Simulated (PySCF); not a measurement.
Potential energy curve for ZnH, doublet.

Calculation: PySCF with CCSD(T) on UHF/def2-TZVP, 5 core orbitals frozen.

Question: Relative to R = 1.62 Å, what are the energies at R = 1.45, 2.67, 3.20, 5.70 Å?

Answer: 0.141 eV at 1.45 Å, 0.871 eV at 2.67 Å, 0.903 eV at 3.20 Å, 0.894 eV at 5.70 Å.

The unrestricted determinant behind UCCSD(T) is spin-contaminated at 2.20 to 2.43 Å (<S²> up to 0.9, against 0.75 for a pure doublet).
